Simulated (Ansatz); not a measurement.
Program: Ansatz. Geometries: PBE0-D4/def2-TZVP. ΔE: electronic, gas phase. CCSD(T)/CBS is the MP2 limit (def2-TZVPP, def2-QZVPP) plus CCSD(T) − MP2 in def2-TZVPP, frozen cores. Each species was taken in one conformer, which may not be the lowest.

`C[O][AlH][F]` + `COCS[SiH3]` → `[F][AlH][S][SiH3]` + `COCOC`  (formal exchange of groups at the Al–O bond)

```json
{"species": "`C[O][AlH][F]`", "SCS-MP2/def2-QZVPP energy (Eh)": "-457.45997"}
{"species": "`COCS[SiH3]`", "SCS-MP2/def2-QZVPP energy (Eh)": "-842.80121"}
{"species": "`[F][AlH][S][SiH3]`", "SCS-MP2/def2-QZVPP energy (Eh)": "-1031.10006"}
{"species": "`COCOC`", "SCS-MP2/def2-QZVPP energy (Eh)": "-269.15320"}
```

Question: Work out ΔE.

Answer: ΔE = (-1031.10006) + (-269.15320) − (-457.45997) − (-842.80121) = 0.00792 Eh = +20.8 kJ/mol. CCSD(T)/CBS gives +15.6 kJ/mol.

Largest T1 diagnostic among the species: 0.013.

In def2-TZVPP, CCSD(T) changes the Hartree–Fock value by +7.1 kJ/mol (the triples alone add +0.5 kJ/mol) and MP2 by +12.7 kJ/mol. From PBE to PBE0 (25 % exact exchange), in def2-TZVPP and without D4, ΔE moves by −3.9 kJ/mol. The D4 term adds +3.8 kJ/mol with B3LYP and +2.1 kJ/mol with PBE0; it sums over pairs of atoms, weighted by their polarisabilities, and B3LYP, whose exchange is more repulsive, gets the larger term.

B3LYP here is the variant with VWN-RPA as its local correlation; programs differ in this.
